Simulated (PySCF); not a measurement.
Computed IR spectrum (relative IR intensity) of a molecule C6H7, multiplicity 2. Geometry: PBE-D3(BJ)/def2-SVP. The values are those of a single conformer. Computed with PySCF 2.14.0 with PBE-D3(BJ)/def2-SVP. Frequencies are harmonic and unscaled.

Lines under 2 % of the strongest are left out, and lines within 2 cm⁻¹ are merged.

```csv
ν (cm⁻¹),relative intensity
310,7.4
469,4.9
562,6.6
651,100
714,12
801,10
907,33
1023,6.7
1111,3.4
1120,7.2
1180,14
1219,8.0
1272,7.4
1295,6.2
1343,2.1
1375,8.7
1387,9.6
1602,13
1665,3.9
2920,34
2929,64
3013,20
3017,27
3094,6.7
3103,13
3121,25
```

### Question
Which molecule gave these data?
(A) [C]1=CC=CCC1
(B) [C]1=CCCC=C1
(C) [CH]1C=CC=CC1

### Answer
A, [C]1=CC=CCC1
